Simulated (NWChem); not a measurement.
Species: CH₄BIO; SMILES CB(O)I

```xyz
8

B      0.0645    -1.3554     0.0000
I     -0.0011     0.8272     0.0000
C     -1.2642    -2.1718     0.0000
H     -1.8753    -1.9172     0.8807
H     -1.0692    -3.2543     0.0000
H     -1.8753    -1.9172    -0.8807
O      1.2662    -1.9503     0.0000
H      2.0131    -1.3407     0.0000
```
Atoms are numbered in this order, from 1.

All runs: NWChem. All runs use the structure optimised with PBE0/def2-SVP. Not confirmed as a minimum by frequencies. def2 effective core potentials on I; no spin-orbit coupling. Ions are spin-unrestricted doublets at the neutral geometry; other ion states weren't tried.

For level PBE/def2-SVP:

```
Item                                   Result
-------------------------------------  ------
vertical ionisation energy, ΔSCF (eV)    9.64
−ε(HOMO) (eV)                            6.23
```

Task: Estimate the same quantities for level CAM-B3LYP/def2-SVP.

Result: The vertical ionisation energy, ΔSCF (eV) is 9.87. The −ε(HOMO) (eV) is 8.65.
